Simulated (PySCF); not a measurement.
This PySCF input asks for the NMR shieldings of `InChI=1S/C4H3O.C2H3.CH3.Al/c1-2-4-5-3-1;1-2;;/h1-3H;1H,2H2;1H3;`; the geometry comes from GFN2-xTB.

```python
import basis_set_exchange as bse
import numpy as np
from pyscf import gto, dft
from pyscf.prop import nmr

atoms = """
C    -3.011153    1.076847   -0.536799
C    -1.743740    1.186598   -0.136305
Al   -0.595535   -0.439825   -0.238364
C    -1.397508   -2.153901   -0.852431
C     1.313352   -0.415582    0.241267
C     2.637935   -0.641554    0.511670
C     3.201212    0.583279    0.940146
C     2.194704    1.498696    0.910573
O     1.062043    0.921278    0.496100
H    -3.402944    0.137262   -0.902680
H    -3.716829    1.898740   -0.523128
H    -1.423300    2.168013    0.218869
H    -2.338180   -2.388144   -0.348198
H    -1.617134   -2.159759   -1.923134
H    -0.716249   -2.990798   -0.667214
H     3.154131   -1.576613    0.415130
H     4.218831    0.756786    1.229919
H     2.171606    2.544996    1.152922
"""
names = dict.fromkeys(["C", "Al", "O", "H"], "pcSseg-1")
basis = {el: gto.basis.parse(bse.get_basis(n, elements=[el], fmt="nwchem")) for el, n in names.items()}
mol = gto.M(atom=atoms, basis=basis, charge=0, verbose=0)
mf = dft.RKS(mol, xc="PBE0")
mf.grids.level = 2
mf.grids.alignment = dft.numint.BLKSIZE   # the property module wants whole blocks of grid points
mf.conv_tol = 1e-9
mf.kernel()

calc = nmr.RKS(mf)   # GIAO
C = mf.mo_coeff
Co = C[:, mf.mo_occ > 0]
resp = mf.gen_response(singlet=True, hermi=2)
def vind(x):   # induced exchange potential for any number of trial vectors
    d = np.einsum("pi,xij,qj->xpq", C, 2 * x.reshape(-1, C.shape[1], Co.shape[1]), Co, optimize=True)
    return np.einsum("xpq,pi,qj->xij", resp(d - d.transpose(0, 2, 1)), C, Co, optimize=True).ravel()
mo1, _ = nmr.rhf.solve_mo1(calc, with_cphf=vind)
sigma = calc.kernel(mo1)
for i, s in enumerate(sigma):   # ppm
    print("%2d %-2s %9.2f" % (i, mol.atom_pure_symbol(i), np.trace(s) / 3))
```

Q: Give the expected output.

A: 
```
 0 C      33.89
 1 C      29.48
 2 Al    346.62
 3 C     195.16
 4 C      11.30
 5 C      59.48
 6 C      68.79
 7 C      32.82
 8 O      -7.59
 9 H      25.14
10 H      24.62
11 H      24.33
12 H      31.68
13 H      31.77
14 H      31.59
15 H      24.38
16 H      24.74
17 H      23.64
```

These numbers come from an equivalent density-fitted implementation of the same equations, which agrees with the script to about 0.01 ppm for H and up to a few tenths of a ppm for heavy atoms, so last digits may differ.

Size and cost of the density-fitted run: 205 basis functions, 57 s wall time on 1 thread of an Arm Neoverse V1, shared host; peak memory 0.92 GiB.
